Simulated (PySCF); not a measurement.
Ge(AsH2)(H)3 (AsGeH₅), SMILES [GeH3][AsH2].

Geometry: r2SCAN-D4/def2-TZVP.

Level of theory: HF/def2-TZVPD (PySCF).

Symmetry labels are those of the subgroup Cs that the program uses (full group Cs).

Task: List the valence orbital energies around the gap with their symmetry. (An estimate is asked for; the answer gives what the named calculation found.)

Result: 
```csv
orbital,symmetry,energy (eV)
HOMO−7,A",-44.42
HOMO−6,A',-22.70
HOMO−5,A',-19.19
HOMO−4,A",-13.84
HOMO−3,A',-13.20
HOMO−2,A",-12.67
HOMO−1,A',-11.52
HOMO,A',-9.79
LUMO,A',1.92
LUMO+1,A',2.15
LUMO+2,A",2.85
LUMO+3,A',3.30
```
